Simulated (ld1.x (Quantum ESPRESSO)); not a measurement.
## What one change does to a pseudopotential (tellurium (Te), TM)

```json
{
  "Element": "tellurium",
  "Generator": "ld1.x (Quantum ESPRESSO) 7.5",
  "Type": "norm-conserving Troullier–Martins (Kleinman–Bylander form)",
  "Functional": "PBE",
  "Relativity": "scalar-relativistic",
  "Frozen core": "[Kr]",
  "Valence charge": "16",
  "Reference configuration": "4d10 5s2 5p3 (charge +1)",
  "Partial waves": "5s (bound): rc 1.35 bohr; 5p (bound): rc 2.20 bohr; 4d (bound): rc 1.25 bohr",
  "Local potential": "all-electron potential smoothed inside 1.75 bohr (lloc = -2)",
  "Core correction": "a·sin(br)/r model core inside 1.15 bohr"
}
```

Change: local potential all-electron potential smoothed inside 2.10 bohr (lloc = -2).

Cutoffs: the cutoffs (Ry, on a coarse ladder) from which the occupation-weighted sum of valence levels, in a spherical-Bessel basis at the reference potential, stays within 10 and 1 mRy of its value at 400 Ry; they do not see the model core or the augmentation charge, which bear on the density cutoff. Errors are all-electron minus pseudo energies relative to the spin-unpolarised reference configuration.

Task: Predict the effect on cutoff, ghosts and configuration errors.

Result: The potential gets neither clearly harder nor softer (120 Ry and 200 Ry → 120 Ry and 200 Ry); of the 7 tests that both files solve, the error grows in 2 and shrinks in 4 by more than 15 % and 0.3 meV (median size 8.2 → 4.7 meV); neither file shows a bound ghost.

```csv
quantity,base,changed
"cutoff, loose",120 Ry,120 Ry
"cutoff, tight",200 Ry,200 Ry
bound ghosts,none,none
"error for 4d10 5s2 5p4, meV [ΔE -9.73 eV]",+6.0,+4.7
"error for 4d10 5s2 5p2, meV [ΔE 17.92 eV]",+0.7,-1.7
"error for 4d10 5s2 5p1, meV [ΔE 44.82 eV]",+11,-0.9
"error for 4d9 5s2 5p4, meV [ΔE 39.53 eV]",-130,-303
"error for 4d10 5s2 5p3.5, meV [ΔE -5.83 eV]",+2.5,+2.1
"error for 4d10 5s1 5p5, meV [ΔE -0.47 eV]",-12,-13
"error for 4d10 5s2 5p4.3, meV [ΔE -11.20 eV]",+8.2,+6.4
s: phases at 2.41 bohr within 0.05 rad from the reference energy up to (Ry; the scan ends near 5),-0.1,0.8
p: phases at 2.41 bohr within 0.05 rad from the reference energy up to (Ry; the scan ends near 5),1.9,2.5
d: phases at 2.41 bohr within 0.05 rad from the reference energy up to (Ry; the scan ends near 5),-0.3,-0.7
```
